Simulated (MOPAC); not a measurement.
MOPAC input (PM3):

```
PM3 PRECISE GNORM=0.05 LET XYZ CHARGE=-1 GEO-OK AUX(PRECISION=9) THREADS=1
C5H5Se

C    -2.68756700 1   -1.09566200 1   -0.09974300 1
C    -1.25910700 1   -0.59699900 1   -0.05694100 1
C    -0.98962200 1    0.74995300 1    0.10401300 1
Se    0.93219700 1    0.84925400 1    0.09185100 1
C     1.08270900 1   -1.02300900 1   -0.13850800 1
C    -0.17350200 1   -1.54020500 1   -0.18574700 1
H    -3.36842200 1   -0.25057900 1    0.01197700 1
H    -2.90416200 1   -1.81420100 1    0.70312300 1
H    -2.92626100 1   -1.60074900 1   -1.04616500 1
H     2.01454500 1   -1.56549100 1   -0.21647400 1
H    -0.34785600 1   -2.60809300 1   -0.31385000 1
```

Output:

```
 *******************************************************************************
 **                                                                           **
 **                              MOPAC v23.2.5                                **
 **                                                                           **
 *******************************************************************************
 ** MOPAC's Digital Object Identifier: https://doi.org/10.5281/zenodo.6511958 **
 **                                                                           **
 ** Please cite the open-source release paper for use of this MOPAC version:  **
 ** J. E. Moussa and J. J. P. Stewart (2026)                                  **
 ** MOPAC: An open-source semiempirical molecular orbital program             **
 ** J. Open Source Softw., 11(119), 8025, https://doi.org/10.21105/joss.08025 **
 *******************************************************************************

                              PM3 CALCULATION RESULTS

 *******************************************************************************
 *  PM3        - The PM3 Hamiltonian to be used
 *  GEO-OK     - OVERRIDE INTERATOMIC DISTANCE AND OTHER SAFETY CHECKS
 *
 *
 *
 *                 CHARGE ON SYSTEM = -1
 *
 *
 *
 *  LET        - OVERRIDE SOME SAFETY CHECKS
 *  PRECISE    - TIGHTER CRITERIA TO BE USED
 *  XYZ        - CARTESIAN COORDINATE SYSTEM TO BE USED
 *  GNORM      - EXIT WHEN GRADIENT NORM DROPS BELOW 0.050
 *  AUX        - OUTPUT AUXILIARY INFORMATION
 *******************************************************************************
PM3 PRECISE GNORM=0.05 LET XYZ CHARGE=-1 GEO-OK AUX(PRECISION=9) THREADS=1
 C5H5Se

   ATOM   CHEMICAL          X               Y               Z
  NUMBER   SYMBOL      (ANGSTROMS)     (ANGSTROMS)     (ANGSTROMS)

     1       C         -2.68756700  *  -1.09566200  *  -0.09974300  *
     2       C         -1.25910700  *  -0.59699900  *  -0.05694100  *
     3       C         -0.98962200  *   0.74995300  *   0.10401300  *
     4      Se          0.93219700  *   0.84925400  *   0.09185100  *
     5       C          1.08270900  *  -1.02300900  *  -0.13850800  *
     6       C         -0.17350200  *  -1.54020500  *  -0.18574700  *
     7       H         -3.36842200  *  -0.25057900  *   0.01197700  *
     8       H         -2.90416200  *  -1.81420100  *   0.70312300  *
     9       H         -2.92626100  *  -1.60074900  *  -1.04616500  *
    10       H          2.01454500  *  -1.56549100  *  -0.21647400  *
    11       H         -0.34785600  *  -2.60809300  *  -0.31385000  *

          CARTESIAN COORDINATES

    NO.       ATOM           X           Y           Z

     1         C         -2.6876     -1.0957     -0.0997
     2         C         -1.2591     -0.5970     -0.0569
     3         C         -0.9896      0.7500      0.1040
     4        Se          0.9322      0.8493      0.0919
     5         C          1.0827     -1.0230     -0.1385
     6         C         -0.1735     -1.5402     -0.1857
     7         H         -3.3684     -0.2506      0.0120
     8         H         -2.9042     -1.8142      0.7031
     9         H         -2.9263     -1.6007     -1.0462
    10         H          2.0145     -1.5655     -0.2165
    11         H         -0.3479     -2.6081     -0.3139

  H: (PM3): J. J. P. STEWART, J. COMP. CHEM. 10, 209 (1989).
  C: (PM3): J. J. P. STEWART, J. COMP. CHEM. 10, 209 (1989).
 Se: (PM3): J. J. P. STEWART, J. COMP. CHEM. 12, 320-341 (1991).

           Empirical Formula: C5 H5 Se  =    11 atoms

      MOLECULAR POINT GROUP   :   Cs

      RHF CALCULATION, NO. OF DOUBLY OCCUPIED LEVELS = 16

          Geometry optimization using EF

          DIAGONAL MATRIX USED AS START HESSIAN

 CYCLE:     1  GRAD.:    67.576 HEAT:  25.44153
 CYCLE:     2  GRAD.:   528.927 HEAT:  62.38277
 CYCLE:     3  GRAD.:   292.919 HEAT:  37.65119
 CYCLE:     4  GRAD.:   215.576 HEAT:  36.67002
 CYCLE:     5  GRAD.:   241.835 HEAT:  44.28085
 CYCLE:     6  GRAD.:   340.404 HEAT:  45.02726
 CYCLE:     7  GRAD.:   247.204 HEAT:  39.42373
 CYCLE:     8  GRAD.:   176.889 HEAT:  32.37707
 CYCLE:     9  GRAD.:   201.761 HEAT:  34.08604
 CYCLE:    10  GRAD.:   253.996 HEAT:  38.98839
 CYCLE:    11  GRAD.:   165.723 HEAT:  32.34394
 CYCLE:    12  GRAD.:   187.470 HEAT:  34.27532
 CYCLE:    13  GRAD.:   133.089 HEAT:  31.38004
 CYCLE:    14  GRAD.:   168.580 HEAT:  32.88141
 CYCLE:    15  GRAD.:   106.062 HEAT:  27.49794
 CYCLE:    16  GRAD.:    97.745 HEAT:  28.84604
 CYCLE:    17  GRAD.:    72.700 HEAT:  25.14242
 CYCLE:    18  GRAD.:    33.750 HEAT:  24.27665
 CYCLE:    19  GRAD.:    10.147 HEAT:  23.90893
 CYCLE:    20  GRAD.:    16.512 HEAT:  23.94047
 CYCLE:    21  GRAD.:    21.886 HEAT:  24.02265
 CYCLE:    22  GRAD.:     9.999 HEAT:  23.89290
 CYCLE:    23  GRAD.:     3.734 HEAT:  23.86077
 CYCLE:    24  GRAD.:     0.582 HEAT:  23.85617
 CYCLE:    25  GRAD.:     0.412 HEAT:  23.85584
 CYCLE:    26  GRAD.:     0.499 HEAT:  23.85540
 CYCLE:    27  GRAD.:     0.397 HEAT:  23.85503
 CYCLE:    28  GRAD.:     0.179 HEAT:  23.85499
 CYCLE:    29  GRAD.:     0.104 HEAT:  23.85496
 CYCLE:    30  GRAD.:     0.091 HEAT:  23.85496
 CYCLE:    31  GRAD.:     0.018 HEAT:  23.85495

     GRADIENT =  0.01757 IS LESS THAN CUTOFF =  0.05000

 -------------------------------------------------------------------------------
 PM3 PRECISE GNORM=0.05 LET XYZ CHARGE=-1 GEO-OK AUX(PRECISION=9) THREADS=1
 C5H5Se

     GEOMETRY OPTIMISED USING EIGENVECTOR FOLLOWING (EF).
     SCF FIELD WAS ACHIEVED

                              PM3 CALCULATION
                                                       MOPAC v23.2.5 Linux

          FINAL HEAT OF FORMATION =         23.85495 KCAL/MOL =      99.80913 KJ/MOL

          COSMO AREA              =        134.60 SQUARE ANGSTROMS
          COSMO VOLUME            =        126.90 CUBIC ANGSTROMS

          GRADIENT NORM           =          0.01757          =       0.00530 PER ATOM
          IONIZATION POTENTIAL    =          3.443027 EV
          HOMO LUMO ENERGIES (EV) =         -3.443  4.807
          NO. OF FILLED LEVELS    =         16
          MOLECULAR WEIGHT        =        144.0545         POINT GROUP:  Cs

          MOLECULAR DIMENSIONS (Angstroms)

            Atom       Atom       Distance
            H    10    H     7     5.54347
            H    11   Se     4     3.66267
            H     8    H     9     1.76832

          SCF CALCULATIONS        =         32

   ATOM   CHEMICAL          X               Y               Z
  NUMBER   SYMBOL      (ANGSTROMS)     (ANGSTROMS)     (ANGSTROMS)

     1       C         -2.66383852  *  -1.08695787  *  -0.09899371  *
     2       C         -1.27230091  *  -0.58387419  *  -0.05518037  *
     3       C         -0.99622212  *   0.73214707  *   0.10194292  *
     4      Se          0.93624777  *   0.83712775  *   0.09032086  *
     5       C          1.06808452  *  -1.01806366  *  -0.13772519  *
     6       C         -0.17827281  *  -1.52224796  *  -0.18347872  *
     7       H         -3.38815998  *  -0.26998953  *   0.00983167  *
     8       H         -2.85548741  *  -1.81111783  *   0.70584494  *
     9       H         -2.87763807  *  -1.59695232  *  -1.04931382  *
    10       H          1.99827183  *  -1.56054061  *  -0.21566558  *
    11       H         -0.39162387  *  -2.58613133  *  -0.31059383  *

                             CARTESIAN COORDINATES

   1    C       -2.663838524    -1.086957865    -0.098993709
   2    C       -1.272300910    -0.583874185    -0.055180373
   3    C       -0.996222121     0.732147072     0.101942921
   4   Se        0.936247770     0.837127754     0.090320861
   5    C        1.068084523    -1.018063660    -0.137725190
   6    C       -0.178272812    -1.522247962    -0.183478722
   7    H       -3.388159983    -0.269989530     0.009831667
   8    H       -2.855487413    -1.811117825     0.705844942
   9    H       -2.877638074    -1.596952323    -1.049313819
  10    H        1.998271833    -1.560540606    -0.215665581
  11    H       -0.391623869    -2.586131326    -0.310593832

           Empirical Formula: C5 H5 Se  =    11 atoms

      MOLECULAR POINT GROUP   :   Cs

                  EIGENVALUES
 -32.44428 -25.58510 -20.29754 -16.76093 -12.65923 -12.35824 -11.13315 -10.15989
  -9.56017  -8.80981  -7.68666  -7.52583  -6.00938  -4.29798  -4.04062  -3.44303
   4.80659   5.23715   5.94071   6.90330   7.99654   8.15285   8.21119   8.66329
   8.71008   9.06079   9.84950  10.41467  11.17200

              NET ATOMIC CHARGES AND DIPOLE CONTRIBUTIONS

  ATOM NO.   TYPE          CHARGE      No. of ELECS.   s-Pop       p-Pop
    1          C           0.011432        3.9886     1.11393     2.87464
    2          C          -0.331683        4.3317     1.20176     3.12992
    3          C          -0.255790        4.2558     1.67759     2.57820
    4         Se          -0.162038        6.1620     1.86350     4.29854
    5          C          -0.408605        4.4086     1.22513     3.18347
    6          C          -0.048042        4.0480     1.17554     2.87250
    7          H           0.027163        0.9728     0.97284
    8          H          -0.003849        1.0038     1.00385
    9          H          -0.003850        1.0038     1.00385
   10          H           0.106470        0.8935     0.89353
   11          H           0.068792        0.9312     0.93121
 DIPOLE           X         Y         Z       TOTAL
 POINT-CHG.     1.471     0.592     0.054     1.586
 HYBRID         0.297    -2.964    -0.365     3.001
 SUM            1.768    -2.372    -0.312     2.975

          ATOMIC ORBITAL ELECTRON POPULATIONS

     Atom    s        px        py        pz
    1  C   1.11393   0.95405   0.96818   0.95242
    2  C   1.20176   0.93533   0.98463   1.20997
    3  C   1.67759   0.71908   1.10560   0.75352
    4 Se   1.86350   1.35601   1.08026   1.86227
    5  C   1.22513   0.99735   1.01510   1.17102
    6  C   1.17554   0.93307   0.95231   0.98711
    7  H   0.97284
    8  H   1.00385
    9  H   1.00385
   10  H   0.89353
   11  H   0.93121

 **********************
 *                    *
 * JOB ENDED NORMALLY *
 *                    *
 **********************

 == MOPAC DONE ==
```

The dipole moment of an ion depends on the origin.

The geometry given is a B3LYP-D3(BJ)/def2-TZVP minimum.
